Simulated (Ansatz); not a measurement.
Abridged output of a molecular run in Ansatz:

```
Functional definition: HF
1800 factors; integrals over basis functions are off by at most 1.4e-3 eV
mean field evaluation 1: about -43463.8673 eV, gradient 4.6e1 eV
mean field evaluation 2: about -43463.8809 eV, gradient 4.6e1 eV
mean field evaluation 4: about -43469.5513 eV, gradient 5.5e0 eV
mean field evaluation 8: about -43469.6506 eV, gradient 4.1e-4 eV
mean field -43469.65055459 eV, -1597.4801930939 hartree, gradient 3.1e-6 eV, S^2 0.000000; 0 other end points of the search recorded, 0 dependent functions left out
19 core orbitals not correlated: weight in the atoms' cores, before any rotation towards them, 1.000 or more for the frozen orbitals, at most 0.000 for the correlated occupied ones
reference -43469.65055459 eV, -1597.4801930939 hartree; 29, 29 occupied and 133, 133 virtual orbitals, 1800 factors
second order -33.98553896 eV of doubles, -0.00000000 eV of singles
cycle   1  -34.88487613 eV  change   -9.0e-1 eV  update   1.7e-1
cycle   2  -35.66773564 eV  change   -7.8e-1 eV  update   6.4e-2
cycle   3  -35.95819206 eV  change   -2.9e-1 eV  update   3.3e-2
cycle   4  -35.95730654 eV  change    8.9e-4 eV  update   8.8e-3
cycle   5  -35.95107795 eV  change    6.2e-3 eV  update   3.6e-3
cycle   6  -35.95099175 eV  change    8.6e-5 eV  update   1.3e-3
cycle   7  -35.95067921 eV  change    3.1e-4 eV  update   6.9e-4
cycle   8  -35.95070670 eV  change   -2.7e-5 eV  update   2.3e-4
cycle   9  -35.95084161 eV  change   -1.3e-4 eV  update   9.9e-5
cycle  10  -35.95082523 eV  change    1.6e-5 eV  update   3.8e-5
perturbative correction -1.18322519 eV, -0.0434827238 hartree
Total energy: -43506.78460502 eV, -1598.8448442767 hartree
```

Its atoms:

Z-matrix (Å, degrees):
```
Zr
Cl 1 2.337
N 1 1.986 2 105.0
Cl 1 2.350 2 112.1 3 -118.4
Cl 1 2.350 2 111.9 3 118.1
C 1 3.175 2 124.4 3 0.9
H 1 2.588 2 84.2 3 0.3
C 6 1.520 1 121.6 2 70.2
C 6 1.518 1 83.1 2 -178.7
H 6 1.099 1 120.1 2 -71.8
H 8 1.093 6 111.2 1 -85.0
H 8 1.093 6 110.6 1 155.1
H 8 1.093 6 110.3 1 35.0
H 9 1.095 6 110.8 1 -61.1
H 9 1.093 6 111.4 1 60.3
H 9 1.091 6 110.5 1 179.9
```

(1) Which basis set was used?
A. def2-TZVPPD
B. def2-SVP
C. def2-SVPD
D. def2-TZVPP

(2) Write the keys of the input that set method, charge and spin (a neutral closed shell needs none for the last two).

## Answers

(1) B. It gives 181 functions.

(2) 
```yaml
correlation: {method: ccsd_t}
```
